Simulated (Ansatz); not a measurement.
Coupled-cluster diagnostics for Pt₂Au₃⁺, Ansatz.

Geometry of the singlet (PBE-D4/def2-SVP):

```xyz
5

Pt    0.199   -1.804    0.067
Pt    1.280    0.500    0.359
Au   -1.497    0.303   -0.241
Au    0.466   -0.515   -2.194
Au   -0.448    1.517    2.009
```

In the def2 sets Au, Pt take a core potential; there is no spin–orbit coupling. Correlated methods freeze no core orbitals; core or outer-core shells of Pt, Au are correlated, in sets that lack core-valence functions. Another isomer (singlet) lies 0.03 eV lower at PBE0-D4/def2-TZVP; other spin states weren't run for this one.

Estimate the CCSD(T) correlation energy, the shares of MP2 and (T), T1 and the reference's ⟨S²⟩ for: charge 1, singlet, own geometry in def2-SVP; and the rough time on 4 threads of Intel Xeon on a shared host.


```tsv
state	basis	correlation (eV)	MP2 share (%)	(T) share (%)	T1	⟨S²⟩ (pure)	wall time	remarks
charge 1, singlet, own geometry	def2-SVP	-47.453	106.6	4.0	0.036	0.00 (0.00)	12 min	restricted SCF unstable
```
Customary marks for T1 are 0.02 (closed shells), 0.045 (open shells) and about 0.05 (3d metals). T1 exceeds 0.02 in 1 of 1 rows and 0.045 in 0; the higher it lies, the less the single-reference result can be trusted.
